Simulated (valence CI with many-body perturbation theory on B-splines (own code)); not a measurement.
E1 line list for Ce²⁴⁺

Calculated by relativistic CI+MBPT: six valence electrons over a frozen Dirac-Fock core [Ar] 3d10, a basis of 9 s, 9 p, 8 d, 6 f, 3 g, 1 h functions for each j, with the one-electron correlation potential Σ1 (screened to all orders), the two-electron term Σ2, the three-electron term Σ3, Breit, model QED; selected single and double excitations, second order for the rest, scaled by the run's own slope (own B-spline code, finite nucleus).

No measured spectrum was set against this ion. As an estimate, levels hold to about 250 cm⁻¹ or 0.2 % of their energy and the worst to 1 %, as in measured heavy ions of charge 2 to 7; those with d or f electrons hold less well. Among the levels kept, up to 700 cm⁻¹ of a level comes from second order outside the variational space, and about a tenth of that is noise between levels of different J, which matters for small intervals.

Lines 51 to 89 of 89 in falling wavelength, among levels below 1166600 cm⁻¹, chosen from the strongest by gf and those to the six lowest levels. Wavelengths and rates use the calculated energies, so an error of 2000 cm⁻¹ moves a line at 114.1 Å by 0.23 % and its rate by three times that or more. Electric multipoles are in the length gauge, E1 and E2 with the static RPA response of the core. Weak lines are less certain than strong ones. Lines between different terms over intervals too small for the method are left out, as are lines whose strength nearly cancels. Where a level lies close to another of its J and parity, the split of strength between their lines is uncertain. The highest levels of a list are the least certain.

Levels are named by their leading jj configuration (3d3/2^4 stands for four electrons in 3d with j = 3/2), which in mixed levels can hold well under half, so a name can repeat and another be missing. Letters in brackets count levels of one name in rising energy.

```tsv
λ vac (Å)	Upper	Lower	A (s⁻¹)	S (a.u.) with core polarisation	S without
114.1	(4s^2 4p1/2 4p3/2^2 4d3/2) J=3 [b]	(4s^2 4p1/2 4p3/2^3) J=2	1.76e+10	9.05e-02	9.63e-02
113.5	(4s^2 4p1/2 4p3/2^2 4d5/2) J=3 [b]	(4s^2 4p1/2 4p3/2^3) J=2	9.62e+08	4.86e-03	5.18e-03
113.4	(4s^2 4p1/2 4p3/2^2 4d5/2) J=0	(4s^2 4p1/2 4p3/2^3) J=1	8.68e+10	6.25e-02	6.68e-02
112.9	(4s^2 4p1/2 4p3/2^2 4d3/2) J=1 [b]	(4s^2 4p1/2 4p3/2^3) J=2	1.65e+08	3.52e-04	3.62e-04
112.9	(4s^2 4p1/2 4p3/2^2 4d5/2) J=2 [a]	(4s^2 4p1/2 4p3/2^3) J=1	2.59e+10	9.20e-02	9.82e-02
112.3	(4s^2 4p1/2 4p3/2^2 4d5/2) J=2 [b]	(4s^2 4p1/2 4p3/2^3) J=1	9.04e+09	3.16e-02	3.38e-02
112.2	(4s^2 4p1/2^2 4p3/2 4d5/2) J=3	(4s^2 4p1/2^2 4p3/2^2) J=2	7.68e+10	3.75e-01	3.99e-01
111.7	(4s^2 4p1/2 4p3/2^2 4d5/2) J=2 [c]	(4s^2 4p1/2 4p3/2^3) J=2	6.97e+10	2.40e-01	2.55e-01
111.4	(4s 4p1/2 4p3/2^4) J=1	(4s^2 4p1/2^2 4p3/2^2) J=2	6.25e+09	1.28e-02	1.37e-02
109.8	(4s^2 4p1/2 4p3/2^2 4d5/2) J=1 [b]	(4s^2 4p1/2 4p3/2^3) J=2	2.04e+11	4.00e-01	4.28e-01
109.7	(4s^2 4p1/2 4p3/2^2 4d3/2) J=1 [b]	(4s^2 4p1/2 4p3/2^3) J=1	6.19e+10	1.21e-01	1.29e-01
109.5	(4s^2 4p1/2 4p3/2^2 4d5/2) J=3 [c]	(4s^2 4p1/2 4p3/2^3) J=2	9.09e+10	4.12e-01	4.38e-01
109.0	(4s^2 4p1/2 4p3/2^2 4d3/2) J=1 [a]	(4s^2 4p1/2^2 4p3/2^2) J=0	2.13e+10	4.07e-02	4.35e-02
108.6	(4s^2 4p1/2 4p3/2^2 4d5/2) J=2 [c]	(4s^2 4p1/2 4p3/2^3) J=1	3.18e+10	1.00e-01	1.07e-01
108.5	(4s^2 4p1/2^2 4p3/2 4d5/2) J=1	(4s^2 4p1/2^2 4p3/2^2) J=2	2.66e+08	5.03e-04	5.25e-04
106.8	(4s^2 4p1/2 4p3/2^2 4d5/2) J=1 [b]	(4s^2 4p1/2 4p3/2^3) J=1	1.12e+10	2.02e-02	2.16e-02
106.2	(4s^2 4p1/2 4p3/2^2 4d3/2) J=1 [c]	(4s^2 4p1/2 4p3/2^3) J=2	1.10e+11	1.95e-01	2.08e-01
105.2	(4s^2 4p1/2 4p3/2^2 4d3/2) J=2 [a]	(4s^2 4p1/2^2 4p3/2^2) J=2	4.37e+09	1.26e-02	1.34e-02
105.0	(4s^2 4p1/2 4p3/2^2 4d5/2) J=2 [d]	(4s^2 4p1/2 4p3/2^3) J=2	1.66e+11	4.73e-01	5.05e-01
103.8	(4s^2 4p1/2 4p3/2^2 4d3/2) J=1 [a]	(4s^2 4p1/2^2 4p3/2^2) J=2	1.25e+10	2.07e-02	2.22e-02
103.5	(4s^2 4p1/2 4p3/2^2 4d3/2) J=3 [a]	(4s^2 4p1/2^2 4p3/2^2) J=2	4.40e+09	1.69e-02	1.80e-02
103.3	(4s^2 4p1/2 4p3/2^2 4d3/2) J=1 [c]	(4s^2 4p1/2 4p3/2^3) J=1	7.05e+10	1.15e-01	1.23e-01
102.2	(4s^2 4p1/2 4p3/2^2 4d5/2) J=2 [d]	(4s^2 4p1/2 4p3/2^3) J=1	3.08e+11	8.11e-01	8.66e-01
101.2	(4s^2 4p1/2 4p3/2^2 4d5/2) J=3 [a]	(4s^2 4p1/2^2 4p3/2^2) J=2	3.89e+09	1.40e-02	1.49e-02
97.95	(4s^2 4p1/2 4p3/2^2 4d3/2) J=2 [b]	(4s^2 4p1/2^2 4p3/2^2) J=2	2.63e+10	6.11e-02	6.53e-02
95.22	(4s^2 4p1/2 4p3/2^2 4d5/2) J=1 [a]	(4s^2 4p1/2^2 4p3/2^2) J=2	1.96e+11	2.50e-01	2.68e-01
95.15	(4s^2 4p1/2 4p3/2^2 4d3/2) J=1 [b]	(4s^2 4p1/2^2 4p3/2^2) J=0	9.51e+10	1.21e-01	1.30e-01
93.31	(4s^2 4p1/2 4p3/2^2 4d5/2) J=2 [a]	(4s^2 4p1/2^2 4p3/2^2) J=2	2.49e+11	4.99e-01	5.34e-01
92.94	(4s^2 4p1/2 4p3/2^2 4d5/2) J=1 [b]	(4s^2 4p1/2^2 4p3/2^2) J=0	1.78e+11	2.11e-01	2.26e-01
92.92	(4s^2 4p1/2 4p3/2^2 4d5/2) J=2 [b]	(4s^2 4p1/2^2 4p3/2^2) J=2	1.89e+11	3.74e-01	4.00e-01
91.93	(4s^2 4p1/2 4p3/2^2 4d3/2) J=3 [b]	(4s^2 4p1/2^2 4p3/2^2) J=2	5.26e+11	1.41e+00	1.51e+00
91.55	(4s^2 4p1/2 4p3/2^2 4d5/2) J=3 [b]	(4s^2 4p1/2^2 4p3/2^2) J=2	1.00e+10	2.65e-02	2.83e-02
91.17	(4s^2 4p1/2 4p3/2^2 4d3/2) J=1 [b]	(4s^2 4p1/2^2 4p3/2^2) J=2	3.14e+11	3.52e-01	3.77e-01
90.35	(4s^2 4p1/2 4p3/2^2 4d5/2) J=2 [c]	(4s^2 4p1/2^2 4p3/2^2) J=2	1.18e+11	2.15e-01	2.30e-01
90.29	(4s^2 4p1/2 4p3/2^2 4d3/2) J=1 [c]	(4s^2 4p1/2^2 4p3/2^2) J=0	3.58e+11	3.91e-01	4.17e-01
89.14	(4s^2 4p1/2 4p3/2^2 4d5/2) J=1 [b]	(4s^2 4p1/2^2 4p3/2^2) J=2	5.78e+10	6.07e-02	6.48e-02
88.88	(4s^2 4p1/2 4p3/2^2 4d5/2) J=3 [c]	(4s^2 4p1/2^2 4p3/2^2) J=2	1.52e+11	3.69e-01	3.94e-01
86.70	(4s^2 4p1/2 4p3/2^2 4d3/2) J=1 [c]	(4s^2 4p1/2^2 4p3/2^2) J=2	6.10e+08	5.89e-04	6.27e-04
85.92	(4s^2 4p1/2 4p3/2^2 4d5/2) J=2 [d]	(4s^2 4p1/2^2 4p3/2^2) J=2	4.91e+10	7.69e-02	8.21e-02
```
